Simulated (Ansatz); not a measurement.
Cost and result up the ladder for AlSi₆ (the lowest doublet isomer of a short search) (7 atoms). Charge 0, multiplicity 2. Geometry: B3LYP-D4/def2-SVP.

```xyz
7

Al   -0.597    1.546    0.816
Si    0.826   -2.192   -0.445
Si    1.667   -0.290    0.659
Si    1.662    1.890   -0.005
Si   -2.489    0.347   -0.120
Si   -1.103   -1.318    0.584
Si    0.035    0.018   -1.489
```

Ansatz on 4 threads of Intel Xeon on a shared host. Times are rough, and most runs start from the orbitals of an earlier one. ωB97X-V/def2-TZVP serves as the yardstick here, not as an exact answer. Differences are given only for rows in sets of like size (and for xTB, whose basis is part of the method), since another set adds its own error. Binding counts from free atoms at the same level (Al doublet, Si triplet; other spins of the atoms weren't run), without zero-point energy or a counterpoise term.

Correlated methods freeze 35 core orbitals. The rows differ in basis, and correlated rows in double-zeta sets carry the largest basis error. Another isomer (doublet) lies 0.20 eV lower at PBE0-D4/def2-TZVP; other spin states weren't run for this one.

Run but left out: HF/STO-3G (⟨S²⟩ 1.11, where a pure state has 0.75).

Correlated methods converge slowly with the basis, most of all in double-zeta sets.

```json
{"level": "PBE-D4/def2-SVP", "functions": "126", "wall time": "5.5 s"}
{"level": "PBE0-D4/def2-SVP", "functions": "126", "wall time": "9 s"}
{"level": "PBE-D4/def2-TZVP (with forces)", "functions": "259", "wall time": "15 s"}
{"level": "revPBE-D4/def2-TZVP", "functions": "259", "wall time": "15 s"}
{"level": "CCSD(T)/def2-SVP", "functions": "126", "wall time": "35 s"}
{"level": "r2SCAN-D4/def2-TZVP", "functions": "259", "wall time": "37 s"}
{"level": "PBE0-D4/def2-TZVP", "functions": "259", "wall time": "38 s"}
{"level": "MP2/def2-TZVP", "functions": "259", "wall time": "39 s"}
{"level": "r2SCANh-D4/def2-TZVP", "functions": "259", "wall time": "65 s"}
{"level": "ωB97X-V/def2-TZVP", "functions": "259", "wall time": "1.7 min"}
```

(1) Estimate what each level gives for the binding energy per atom (eV).

Results:

(1) 
```tsv
level	binding energy per atom (eV)	difference from ωB97X-V/def2-TZVP (eV)	remarks
PBE-D4/def2-SVP	3.35	–	–
PBE0-D4/def2-SVP	3.20	–	–
PBE-D4/def2-TZVP (with forces)	3.39	0.33	–
revPBE-D4/def2-TZVP	3.32	0.26	–
CCSD(T)/def2-SVP	2.73	–	spin-contaminated (⟨S²⟩ 0.84)
r2SCAN-D4/def2-TZVP	3.27	0.21	–
PBE0-D4/def2-TZVP	3.26	0.19	–
MP2/def2-TZVP	3.23	0.16	spin-contaminated (⟨S²⟩ 0.86)
r2SCANh-D4/def2-TZVP	3.22	0.16	–
ωB97X-V/def2-TZVP	3.06	0.00	–
```
